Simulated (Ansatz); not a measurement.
`[F][Hf]([F])([F])[SH]` + HBr → `[F][Hf]([F])([F])[Br]` + H₂S at 400 K and 1 bar (ligand exchange at the Hf–S bond).

Gas-phase electronic energies from Ansatz, PBE0-D4/def2-TZVP geometries. CCSD(T)/CBS adds triple-zeta CCSD(T) − MP2 to the extrapolated MP2 energy (def2 sets, frozen cores). This one scheme is used for every species. Elements past krypton have def2 core potentials. For Br, Hf outer-core shells are correlated without core-valence functions, which leaves a few kJ/mol of doubt a bond. Scalar relativity is left out up to krypton. Each species was taken in one conformer, which may not be the lowest.

```csv
species,CCSD(T)/CBS energy (Eh),H − E (kJ/mol),S (J/(mol·K))
`[F][Hf]([F])([F])[SH]`,-745.95117,72.0,416.6
HBr,-2573.91920,27.6,207.2
`[F][Hf]([F])([F])[Br]`,-2920.92444,48.2,391.2
H₂S,-398.97279,53.4,215.9
```

H − E and S are ideal-gas, rigid-rotor, harmonic terms from PBE0-D4/def2-TZVP, for one conformer and one mirror image of each species. 1 Eh = 2625.50 kJ/mol, R = 8.31446 J/(mol·K).

**Question.** By hand: ΔE, ΔH, ΔS and ΔG.

**Answer.** ΔE = (-2920.92444) + (-398.97279) − (-745.95117) − (-2573.91920) = -0.02686 Eh = -70.5 kJ/mol. Δ(H − E) = 48.2 + 53.4 − 72.0 − 27.6 = 2.0, so ΔH = -68.5 kJ/mol. ΔS = 391.2 + 215.9 − 416.6 − 207.2 = -16.7 J/(mol·K). ΔG = -68.5 − 400 × (-16.7)/1000 = -61.8 kJ/mol.

**Question.** By hand: the equilibrium constant, and the temperature at which ΔG would vanish if ΔH and ΔS stayed fixed.

**Answer.** log₁₀ K = −ΔG/(RT ln 10) = 8.1. ΔG = 0 at ΔH/ΔS = 4102 K, far beyond where these terms or the molecules hold.

ΔH outweighs TΔS. A doubt of 5 kJ/mol in ΔE shifts log₁₀ K by 0.7 here. Other conformers and mirror images would add mixing entropy, several J/(mol·K) or more a flexible species. Modes under 60 cm⁻¹, often nearly free rotors, make the harmonic entropy too high. These are equilibria of isolated gas molecules and say nothing of rates. Largest T1 diagnostic: 0.016 (customary marks: 0.02 for closed shells, 0.045 for open ones).
